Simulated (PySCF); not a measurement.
Molfile (atoms numbered from 1):
```
C4H10Si
     RDKit          3D

 15 15  0  0  0  0  0  0  0  0999 V2000
    2.3526    0.1648    0.2314 Si  0  0  0  0  0  4  0  0  0  0  0  0
    0.8135    0.8925   -0.5871 C   0  0  0  0  0  0  0  0  0  0  0  0
   -0.3640   -0.0551   -0.5801 C   0  0  0  0  0  0  0  0  0  0  0  0
   -1.2269   -0.1875    0.6415 C   0  0  0  0  0  0  0  0  0  0  0  0
   -1.7735    0.4613   -0.5973 C   0  0  0  0  0  0  0  0  0  0  0  0
    3.4906    1.1348    0.1682 H   0  0  0  0  0  0  0  0  0  0  0  0
    2.7662   -1.0949   -0.4626 H   0  0  0  0  0  0  0  0  0  0  0  0
    2.0827   -0.1577    1.6668 H   0  0  0  0  0  0  0  0  0  0  0  0
    1.0671    1.1882   -1.6201 H   0  0  0  0  0  0  0  0  0  0  0  0
    0.5542    1.8261   -0.0578 H   0  0  0  0  0  0  0  0  0  0  0  0
   -0.1972   -0.9837   -1.1384 H   0  0  0  0  0  0  0  0  0  0  0  0
   -1.5951   -1.1790    0.9181 H   0  0  0  0  0  0  0  0  0  0  0  0
   -0.9967    0.4554    1.4966 H   0  0  0  0  0  0  0  0  0  0  0  0
   -2.5224   -0.0780   -1.1835 H   0  0  0  0  0  0  0  0  0  0  0  0
   -1.9115    1.5466   -0.5856 H   0  0  0  0  0  0  0  0  0  0  0  0
  1  2  1  0
  2  3  1  0
  3  4  1  0
  4  5  1  0
  5  3  1  0
  1  6  1  0
  1  7  1  0
  1  8  1  0
  2  9  1  0
  2 10  1  0
  3 11  1  0
  4 12  1  0
  4 13  1  0
  5 14  1  0
  5 15  1  0
M  END
```

Geometry: PBE0-D3(BJ)/def2-SVP; GIAO shifts from PySCF, gas phase, non-relativistic, averaged over equivalent atoms.

At PBE0/6-31G* (94 basis functions, 15 s wall time on 1 thread of an Arm Neoverse N1, shared host):
```json
{"atoms": "Si1", "δ (ppm)": "-38.4"}
{"atoms": "C2", "δ (ppm)": "14.0"}
{"atoms": "C3", "δ (ppm)": "9.4"}
{"atoms": "C4/C5", "δ (ppm)": "8.8"}
{"atoms": "H6/H7/H8", "δ (ppm)": "4.11"}
{"atoms": "H11", "δ (ppm)": "0.77"}
{"atoms": "H12/H14", "δ (ppm)": "0.62"}
{"atoms": "H9/H10", "δ (ppm)": "0.53"}
{"atoms": "H13/H15", "δ (ppm)": "0.21"}
```

δ = σ(ref) − σ, references computed at the same level: 29Si (418.09 ppm), 13C (194.14 ppm), 1H (31.96 ppm) vs TMS.

Question: Estimate the result of repeating the calculation with LDA/pcSseg-1.

Answer: 
| atoms | δ at LDA/pcSseg-1 | change |
| --- | --- | --- |
| Si1 | -77.4 | -39.0 |
| C2 | 17.1 | +3.1 |
| C3 | 11.6 | +2.2 |
| C4/C5 | 9.8 | +1.0 |
| H6/H7/H8 | 4.10 | -0.01 |
| H11 | 0.63 | -0.14 |
| H12/H14 | 0.57 | -0.05 |
| H9/H10 | 0.67 | +0.14 |
| H13/H15 | 0.02 | -0.19 |

Chemical shifts δ = σref − σ; 29Si (σ = 318.36 ppm) and 13C (σ = 180.72 ppm) and 1H (σ = 30.83 ppm) against TMS, all at this level.

The largest change is at Si1 (silicon bonded to C, 3 H). Cost: 142 basis functions, 12 s wall time on 1 thread of an Arm Neoverse V2, shared host. The order of the carbon signals is the same at both levels.
